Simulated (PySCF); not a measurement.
B2H4O2

B2H4O2 is a small molecule, neutral, singlet. The structure, one conformer, was relaxed in the gas phase by PBE0-D3(BJ)/def2-SVP. No frequency run checks that it is a minimum.

SMILES: BB(O)O

```csv
atom,x (Å),y (Å),z (Å)
O1,-1.062,-1.203,-0.559
B2,-0.425,-0.115,-0.049
O3,-1.210,0.858,0.513
B4,1.277,-0.073,-0.164
H5,-2.019,-1.131,-0.449
H6,-0.723,1.610,0.858
H7,1.993,-0.540,0.694
H8,1.848,0.433,-1.105
```

Shieldings: GIAO PBE0/pcSseg-2. Shifts are against computed references at the same level: H TMS (σ 31.24 ppm). Core levels by delta-SCF with SCAN, pcX-2 on the ionised atom and pcseg-1 elsewhere, spin-free X2C; from the vacuum level, for chosen atoms.

Question: Give the shieldings and core levels atom by atom.

Answer: 
```tsv
atoms	bonded to	σ (ppm)	δ (ppm)	core level (eV)
O1	1 B + 1 H	202.0	-	1s 539.05
B2	1 B + 2 O	64.4	-	1s 197.14
O3	1 B + 1 H	195.4	-	1s 539.28
B4	1 B + 2 H	-10.4	-	1s 196.62
H5	1 O	27.34	3.91	-
H6	1 O	27.56	3.69	-
H7 H8	1 B	21.82	9.43	-
```

Values are those of this one static structure; atoms that internal rotation interchanges would show their mean in an NMR spectrum.

The core-hole state of B4 is spin-contaminated (⟨S²⟩ 0.82 against 0.75 for a pure doublet), so that value and differences from it are less sure.

Question: By CAM-B3LYP/def2-SVPD (TDDFT singlets, Tamm-Dancoff triplets, ionisation by delta-SCF), where does absorption start, and what does vertical ionisation take?

Answer: The lowest singlet lies at 4.68 eV (f 0.001), the strongest of the first 6 at 7.74 eV (f 0.057), the lowest triplet at 3.90 eV; vertical ionisation takes 11.15 eV.

The 3 runs behind this took 72 s in all, one thread each of Arm Neoverse V1 on a shared host, launched as `OMP_NUM_THREADS=1 python cluster_run.py task.json out`.
